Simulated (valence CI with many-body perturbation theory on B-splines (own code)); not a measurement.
Cs XXV: magnetic and hyperfine properties of the levels

Computed by configuration interaction combined with many-body perturbation theory (CI+MBPT): three valence electrons over a frozen Dirac-Fock core [Ar] 3d10, radial functions for each j: 11 s, 11 p, 10 d, 8 f, 5 g, 2 h, with the one-electron correlation potential Σ1 (screened to all orders), the two-electron term Σ2, the three-electron term Σ3, Breit, model QED; selected single and double excitations, second order for the rest, scaled by the run's own slope (own B-spline code, finite nucleus).

No measured levels were compared; by estimate levels hold to about 250 cm⁻¹ or 0.2 % of their energy and the worst to 1 %, as in measured heavy ions of charge 2 to 7; those with d or f electrons hold less well.

A/g_I is the dipole constant over the nuclear g factor μ/I (μ in nuclear magnetons, uniformly magnetised nucleus), B/Q the quadrupole constant per barn. Both hold the static response of the core; the bare values leave it out. Large factors of s and p1/2 electrons are usually good to 5 to 10 %; those of open d and f shells near neutrality can be off by tens of per cent, and small factors of p3/2, d and f electrons come from cancelling terms and can be off by a factor of two or in sign, in half-filled shells by more. B is blank for J = 1/2, where it vanishes, and for nearly pure S terms. Energies count from the lowest level.

Names give the largest LS component (configuration and term), which can be under half, so a name can repeat, a term be missing and a line seem to break the LS rules; names also repeat where a configuration has a term twice. Letters in brackets count levels of one name in rising energy.

```
               Level  E (cm⁻¹)      g  A/g_I (MHz)  A/g_I bare  B/Q (MHz/b)  B/Q bare
      4s2 4p 2P°_1/2         0  0.663       107000      103000                       
      4s2 4p 2P°_3/2    155040  1.332        16900       16000        31800     30200
       4s 4p2 4P_1/2    416490  2.454       298000      285000                       
       4s 4p2 4P_3/2    521860  1.698        89000       85100        25900     24600
       4s 4p2 4P_5/2    558400  1.436        99500       95100         3700      3530
       4s 4p2 2D_3/2    618220  0.899        -6460       -6140        32100     30500
       4s 4p2 2P_1/2    648710  1.151       -41300      -39400                       
       4s 4p2 2D_5/2    704770  1.360        84000       80200        25100     23800
       4s 4p2 2S_1/2    803880  1.727       335000      320000                       
       4s 4p2 2P_3/2    810810  1.256       -39400      -37600       -21800    -20800
       4s2 4d 2D_3/2    924600  0.807         2750        2880         7450      7130
       4s2 4d 2D_5/2    952140  1.200         8000        7850         9620      9210
     4p3 2P°_3/2 [a]   1059000  1.351        13400       13100        27800     26500
         4p3 4S°_3/2   1178300  1.444        -4830       -4280        -1140     -1080
         4p3 2D°_5/2   1184100  1.193        38000       36400        -5970     -5670
    4s 4p 4d 4F°_3/2   1245200  0.467       -33400      -31800        10500      9980
         4p3 2P°_1/2   1246900  0.663       103000       98100                       
    4s 4p 4d 4F°_5/2   1271600  1.052        54800       52500         4210      4030
    4s 4p 4d 4F°_7/2   1318000  1.256        60500       58000         1950      1880
    4s 4p 4d 4P°_5/2   1323100  1.444        55600       53400         7330      6990
    4s 4p 4d 4D°_3/2   1327600  1.351        41400       39900         4030      3830
    4s 4p 4d 4D°_1/2   1331500  0.337      -128000     -122000                       
     4p3 2P°_3/2 [b]   1361900  1.307        15800       15200       -25000    -23800
4s 4p 4d 2F°_5/2 [a]   1384500  0.957        11700       11400        17300     16600
4s 4p 4d 2D°_3/2 [a]   1403800  0.940       -30900      -29300         2740      2660
    4s 4p 4d 4F°_9/2   1419800  1.332        47100       45200        38900     37000
    4s 4p 4d 4P°_1/2   1442800  2.368       187000      179000                       
    4s 4p 4d 4D°_5/2   1443700  1.299        57600       55100         1760      1670
    4s 4p 4d 4P°_3/2   1447100  1.495        69200       66300        -7980     -7600
    4s 4p 4d 4D°_7/2   1447500  1.364        54200       52000         5310      5080
4s 4p 4d 2D°_5/2 [a]   1481300  1.304        70100       67100       -13600    -12900
4s 4p 4d 2D°_3/2 [b]   1503400  1.030       -18900      -17900       -10900    -10400
4s 4p 4d 2F°_7/2 [a]   1528600  1.143        -3790       -3460        38500     36700
4s 4p 4d 2F°_5/2 [b]   1543400  0.896       -19200      -18200        25400     24200
4s 4p 4d 2F°_7/2 [b]   1547400  1.183        41700       40000        24400     23300
4s 4p 4d 2P°_1/2 [a]   1565100  0.619       -44200      -41900                       
4s 4p 4d 2P°_1/2 [b]   1584600  0.668       -26000      -24500                       
4s 4p 4d 2P°_3/2 [a]   1603100  1.244         -239         231        -5710     -5430
4s 4p 4d 2P°_3/2 [b]   1603900  1.090        82300       78700        -8420     -8000
4s 4p 4d 2D°_5/2 [b]   1611300  1.156       -24100      -22700       -17200    -16400
```

(1) Take the isotope of mass number 133, with I = 7/2, μ = 2.5778 μN and Q = -0.0034 b. What is the hyperfine structure of 4s 4p2 4P_5/2?

## Answers

(1) From the table A = 73300 MHz, B = -12.6 MHz. Shifts from the centre of gravity in MHz: F = 1: -825000, F = 2: -678000, F = 3: -458000, F = 4: -165000, F = 5: 202000, F = 6: 641000.
